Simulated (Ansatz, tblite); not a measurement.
Forces on B₇⁻ at its PBE-D4/def2-SVPD geometry. Total charge -1; singlet.

The xTB rows come from tblite. The restricted singlet is unstable towards broken spin symmetry in Hartree–Fock (as tested in another run); at r2SCAN-D4/def2-TZVPD this wasn't settled. The structure comes from a short search, and lower isomers may exist.

GFN1-xTB (tblite), largest force 2.94 eV/Å:

```xyz
7
positions Å, forces eV/Å
B     1.411    0.196   -0.480    0.255    0.791   -0.500
B    -1.016    1.260    0.658   -0.997    1.221    0.131
B     0.396    1.450   -0.033    0.613    0.329   -0.659
B     1.090   -1.338   -0.267    0.902   -1.123   -0.703
B    -0.484   -1.357   -0.430   -0.841   -0.107   -0.472
B     0.103   -0.108    0.535    0.532   -0.559    2.833
B    -1.500   -0.103    0.017   -0.464   -0.553   -0.631
```

GFN2-xTB (tblite), largest force 1.70 eV/Å:

```
B -0.446 -0.481 0.531
B 0.383 -0.517 -1.576
B -0.394 -0.559 0.504
B -0.867 1.025 -1.027
B 0.576 0.356 0.503
B 0.107 -0.112 0.587
B 0.641 0.289 0.477
```

r2SCAN-D4/def2-TZVPD (Ansatz), largest force 0.64 eV/Å:

```
B -0.428 -0.210 0.263
B 0.334 -0.419 -0.348
B -0.230 -0.468 0.169
B -0.392 0.477 -0.031
B 0.299 0.386 0.243
B -0.091 0.097 -0.445
B 0.509 0.138 0.150
```
